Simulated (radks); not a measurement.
Q: The mean radii <r> (bohr) of the occupied orbitals of an atom or ion are listed with their occupations. Calculated with a radial shooting solver on a logarithmic mesh with Libxc functionals: scalar-relativistic Kohn-Sham, r2SCAN, spin-polarised, spherical densities, finite nucleus; meta-GGA in the generalised Kohn-Sham scheme; Fermi nuclear charge, rms radius of each element as measured or else 0.836 A^(1/3) + 0.57 fm.

orbital  occ.      <r>
1s up       1  0.01835
1s down     1  0.01835
2s up       1  0.07755
2s down     1  0.07755
2p up       3  0.06944
2p down     3  0.06944
3s up       1   0.2008
3s down     1   0.2008
3p up       3   0.2011
3p down     3   0.2011
3d up       5   0.1824
3d down     5   0.1824
4s up       1   0.4496
4s down     1   0.4498
4p up       3   0.4779
4p down     3   0.4778
4d up       5   0.5115
4d down     5   0.5107
5s up       1    1.048
5s down     1    1.039
5p up       3    1.192
5p down     1    1.191
4f up       7   0.6007
4f down     7   0.5927
5d up       2    1.539
6s up       1    2.313
6s down     1    2.375

Name the element and its charge. Open shells, if any, are filled with parallel spins first.

A: Z = 74, tungsten, charge +4: W4+ in [Kr] 4d10 4f14 5s2 5p4 5d2 6s2. The 1s radius gives Z: for a bare nucleus <r> = (2 gamma + 1)/(2Z) with gamma = sqrt(1 - (Z/c)^2), 0.01813 bohr for Z = 74, and screening makes it slightly larger (0.01835 here). The occupations add up to 70, and the charge is Z minus that.
